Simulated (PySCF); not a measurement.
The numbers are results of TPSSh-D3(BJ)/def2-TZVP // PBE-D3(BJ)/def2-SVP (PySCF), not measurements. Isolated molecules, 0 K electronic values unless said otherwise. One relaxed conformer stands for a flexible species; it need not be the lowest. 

Reference species: [Zn(OH)(NH2)] (neutral, multiplicity 1).

| Item | Value |
|---|---|
| coordination number | 2 |
| charge on the central atom (meta-Löwdin) | 1.19 e |
| charge on the central atom (Mulliken) | 0.49 e |
| HOMO–LUMO gap | 5.31 eV |

Changed species: [Zn(OH)2] (0 of 2 OH replaced by NH2; the reference has 1 of 2 OH replaced by NH2).

**Question.** Give the shifts of the coordination number, charge on the central atom (meta-Löwdin), charge on the central atom (Mulliken) and HOMO–LUMO gap.

**Answer.** the coordination number stays essentially unchanged; the charge on the central atom (meta-Löwdin) increases by 0.09 e, to 1.28 e; the charge on the central atom (Mulliken) goes up by 0.11 e, to 0.60 e; the HOMO–LUMO gap increases by 0.65 eV, to 5.96 eV.
